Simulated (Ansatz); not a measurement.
A structure drawn as `[NH2][Al]([OH])[SiH2]Cl`, with this starting geometry:

Cartesian coordinates in Å:
```
N -0.2101 -0.9181 -1.8971
Al 0.3037 0.3516 -0.6200
O 1.0205 1.9058 -1.2071
Si -0.0249 0.0222 1.7338
Cl -0.8677 -1.9306 1.9538
H 0.3163 -1.8589 -1.6141
H -1.2215 -1.1567 -1.7031
H 0.2311 2.5561 -1.2864
H 1.3352 0.0336 2.3945
H -0.8827 0.9950 2.2457
```

Total charge 0; spin multiplicity 1.

Task: Relax it with Ansatz at PBE-D4/def2-SVP and then PBE0-D4/def2-TZVP. Is the drawn bonding still there?

Result: Yes, every drawn bond is still there and no new one forms.

Task: Give the relaxed structure. (Best estimate.)

Result: Ansatz gave: 
Z-matrix (Å, degrees):
```
Si
Cl 1 2.083
Al 1 2.441 2 106.9
H 1 1.488 2 106.5 3 123.1
H 1 1.488 2 106.5 3 -123.0
O 3 1.694 1 118.0 2 179.1
N 3 1.763 1 117.9 2 -0.9
H 6 0.955 3 126.6 1 -180.0
H 7 1.007 3 127.6 1 -179.9
H 7 1.008 3 122.1 1 0.2
```
No frequency check was run.

Atoms count as bonded under 1.1 times the sum of their covalent radii (H–H under 0.85 Å, pairs among N, O and F under 1.55 Å), and a drawn bond as lost past 1.3 times.
